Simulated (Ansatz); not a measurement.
Consider the formal exchange of groups at a C–C bond: `O=C[CH2][GeH3]` + `N[SiH](O)O` → `N[Si](O)(O)C=O` + `[CH3][GeH3]`.

Program: Ansatz. Geometries: PBE0-D4/def2-TZVP. ΔE: electronic, gas phase. CCSD(T)/CBS is the MP2 limit (def2-TZVPP, def2-QZVPP) plus CCSD(T) − MP2 in def2-TZVPP, frozen cores. This one scheme is used for every species. DFT in def2-TZVPP. B3LYP here is the variant with VWN-RPA as its local correlation; programs differ in this. For Ge outer-core shells are correlated without core-valence functions, which leaves a few kJ/mol of doubt a bond. Scalar relativity is left out up to krypton. Each species was taken in one conformer, which may not be the lowest.

`O=C[CH2][GeH3]`:

Cartesian coordinates in Å:
```
O -0.019 -0.159 -2.412
C 0.493 -0.489 -1.375
C 0.673 0.400 -0.201
Ge -0.789 0.097 1.101
H 0.846 -1.534 -1.231
H 1.607 0.174 0.321
H 0.643 1.448 -0.501
H -0.831 -1.391 1.483
H -0.502 0.942 2.350
H -2.121 0.512 0.465
```

`N[SiH](O)O`:

Z-matrix (Å, degrees):
```
Si
O 1 1.639
O 1 1.639 2 116.1
N 1 1.714 2 107.1 3 -119.6
H 1 1.475 2 104.4 3 114.2
H 2 0.959 1 117.1 3 74.9
H 3 0.959 1 117.0 2 -75.2
H 4 1.008 1 119.6 2 171.6
H 4 1.008 1 119.6 2 -46.2
```

`N[Si](O)(O)C=O`:

```xyz
11

N    -0.367    1.413    0.591
Si   -0.161    0.001   -0.309
O    -1.542   -0.638   -0.908
O     0.810    0.155   -1.628
C     0.623   -1.202    0.960
O     0.849   -0.862    2.099
H    -0.173    1.372    1.579
H    -0.960    2.182    0.331
H    -1.515   -0.932   -1.820
H     1.552    0.755   -1.546
H     0.882   -2.244    0.650
```

`[CH3][GeH3]`:

Cartesian coordinates in Å:
```
C 0.437 -0.635 0.692
Ge -0.387 0.562 -0.613
H 0.602 -1.619 0.251
H 1.396 -0.235 1.020
H -0.210 -0.748 1.563
H 0.522 0.720 -1.845
H -0.617 1.953 0.005
H -1.744 0.002 -1.074
```

```tsv
level	ΔE (eV)
B3LYP-D4	0.02
ωB97M-V	0.01
B3LYP	0.05
SCS-MP2/def2-TZVPP	0.07
HF/def2-QZVPP	0.08
SCS-MP2/def2-QZVPP	0.07
HF/CBS(def2)	0.08
CCSD/CBS(def2)	0.04
```

**Question.** What does CCSD(T)/CBS give? (Estimate.)

**Answer.** Computed: +0.05 eV. The listed levels differ from it by -0.03, -0.04, 0.00, 0.02, 0.03, 0.02, 0.03, -0.01 eV.

Largest T1 diagnostic among the species: 0.013.
